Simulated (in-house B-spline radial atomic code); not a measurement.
RPA and G0W0 on SCAN: Ba

Configuration [Xe] 6s2, mean-field start SCAN. Computed with a B-spline radial code for spherical atoms: all electrons, scalar-relativistic (spin-free one-electron X2C), finite nucleus, each spin shell either full or empty, empty states to l = 9 with an (l + 1/2)⁻⁴ tail; G0W0 by contour deformation at full frequency.

Command:
```bash
python run_gw.py task.json out
```
Settings (radii: box in bohr, nucleus in fm):
```
Z                        56
electrons                56
configuration            [Xe] 6s2
hamiltonian              x2c
method                   scan,scan
lmax                     9
rms_radius               4.8378
spin_polarised           False
box_radius               40
intervals                72
ion_configuration        [Xe] 6s1
```

Run time, properties included: 17 s on 1 thread of Arm Neoverse N1, on a shared host.

Energies (hartree):

```tsv
term	value
mean-field total	-8135.30302
Hartree-Fock functional on these orbitals	-8131.65485
direct second order	-5.055
second-order exchange	1.3744
SOSEX correction	1.2632
```

Task: What is the RPA correlation energy, and what remains with SOSEX?

Result: RPA gives -4.3687 hartree (-2.12 eV per electron); RPA + SOSEX gives -3.1055, and the second-order doubles -3.6806 hartree (no singles). SOSEX takes back 29 % of the RPA value.

Quasi-particle levels (eV):

```csv
level,occupied,mean field,Σx - vxc,Σc,QP weight,G0W0
6s,yes,-3.279,-1.04,?,?,?
```

G0W0 = mean field + (Σx - vxc) + Σc, with Σc (partial-wave tail included) taken at the quasi-particle energy. Only the outer levels were computed. Levels of low weight are left out.

Task: Where does G0W0 put 6s?

Result: At -5.390 eV, with Σc = -1.07 eV and a quasi-particle weight of 0.821. The tabulated removal energy is 5.212 eV (NIST, measured); the calculation leaves out spin-orbit coupling, Breit and QED terms, and what these don't explain is the method's own error.

Task: What does it cost to remove one electron (to [Xe] 6s1) by differences of total energies, each species on its own start (correlation terms add to the Hartree-Fock functional)?

Result: SCAN 4.940 eV, Hartree-Fock functional 4.266 eV, + RPA 5.577 eV, + RPA + SOSEX 5.293 eV, + second order 6.205 eV. Tabulated: 5.212 eV (NIST, measured); the calculation leaves out spin-orbit coupling, Breit and QED terms, and what these don't explain is the method's own error.
